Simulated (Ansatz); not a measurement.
A run on C2H6MoO3 (`C[O][Mo]([CH3])(=[O])=[O]`) with other settings.

```yaml
crystal:
  periodic: [false, false, false]
  atoms:
    - {symbol: C, position_ang: [0.060547, 0.136401, 2.320744]}
    - {symbol: O, position_ang: [-0.421148, 0.292316, 1.009675]}
    - {symbol: Mo, position_ang: [0.185351, 0.700161, -0.685028]}
    - {symbol: C, position_ang: [-0.327812, -0.888461, -1.964358]}
    - {symbol: O, position_ang: [-0.548302, 2.067692, -1.327966]}
    - {symbol: O, position_ang: [1.854924, 0.852111, -0.770944]}
    - {symbol: H, position_ang: [-0.425276, -0.733889, 2.768372]}
    - {symbol: H, position_ang: [-0.190048, 1.022263, 2.909700]}
    - {symbol: H, position_ang: [1.143936, -0.011783, 2.330805]}
    - {symbol: H, position_ang: [-1.414051, -1.010983, -1.963612]}
    - {symbol: H, position_ang: [0.150382, -1.806363, -1.612717]}
    - {symbol: H, position_ang: [0.008498, -0.674564, -2.980872]}
basis:
  gaussian: {orbitals: STO-3G}
hamiltonian: {xc: {name: revPBE}}
output: {forces: true}
```

```sh
$ ansatz run in.yaml --threads 4 --pin off --events-out ev --progress --plain --max-ram 11315MiB
```

It prints (some lines left out):

```
Functional definition: revPBE
781 factors; integrals over basis functions are off by at most 3.3e-4 eV
mean field evaluation 1: about -115344.6007 eV, gradient 5.6e1 eV
mean field evaluation 2: about -115163.2429 eV, gradient 2.5e2 eV
mean field evaluation 4: about -115351.6072 eV, gradient 1.8e1 eV
mean field evaluation 8: about -115352.3992 eV, gradient 1.5e0 eV
mean field evaluation 16: about -115352.2557 eV, gradient 2.3e-3 eV
mean field -115352.25572258 eV, -4239.1172092376 hartree, gradient 7.5e-5 eV, S^2 0.000000; 0 other end points of the search recorded, 0 dependent functions left out
reference -115352.25575666 eV, -4239.1172104901 hartree; 42, 42 occupied and 16, 16 virtual orbitals, 781 factors
Total energy: -115352.25575666 eV, -4239.1172104901 hartree
Atom 0 at     0.060547     0.136401     2.320744 Å, force     0.437379    -0.056130     0.311447 eV/Å
Atom 1 at    -0.421148     0.292316     1.009675 Å, force    -0.958279     0.608678    -2.800510 eV/Å
Atom 2 at     0.185351     0.700161    -0.685028 Å, force    -0.185637    -0.691940     0.931608 eV/Å
Atom 3 at    -0.327812    -0.888461    -1.964358 Å, force     0.143980     0.453246     0.396488 eV/Å
Atom 4 at    -0.548302     2.067692    -1.327966 Å, force     0.267597     0.294174     0.109646 eV/Å
Atom 5 at     1.854924     0.852111    -0.770944 Å, force     0.017181     0.475441    -0.125105 eV/Å
Atom 6 at    -0.425276    -0.733889     2.768372 Å, force    -0.384130    -0.858817     0.651672 eV/Å
Atom 7 at    -0.190048     1.022263     2.909700 Å, force    -0.140302     0.828567     0.833694 eV/Å
Atom 8 at     1.143936    -0.011783     2.330805 Å, force     1.093877    -0.181083     0.376678 eV/Å
Atom 9 at    -1.414051    -1.010983    -1.963612 Å, force    -0.509284    -0.249007    -0.120289 eV/Å
Atom 10 at     0.150382    -1.806363    -1.612717 Å, force     0.116345    -0.562998     0.016151 eV/Å
Atom 11 at     0.008498    -0.674564    -2.980872 Å, force     0.101273    -0.060130    -0.581480 eV/Å
Dipole moment:    -0.017051    -0.169630     0.477596 e Å
```

Run time 0.65 s (4 threads of an AMD EPYC 9R45 on a shared host); peak host memory 0.12 GiB.
